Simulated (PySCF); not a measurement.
A calculated (PBE0, PySCF 2.14, def2-SVP, the non-relativistic Hamiltonian (point nucleus)) atom or ion has these occupied shells.

```
shell  electrons  orbital energy (eV)  rms radius, mean of both spins (bohr)
 1s α          1              -297.43                                  0.314
 1s β          1              -296.88                                  0.314
 2s α          1              -27.892                                   1.62
 2s β          1              -26.003                                   1.62
 2p α          1              -19.905                                   1.66
```

**Question.** Name the element and its charge.

**Answer.** C⁺ (carbon, charge +1), in [He] 2s2 2p1, 2P determinant.
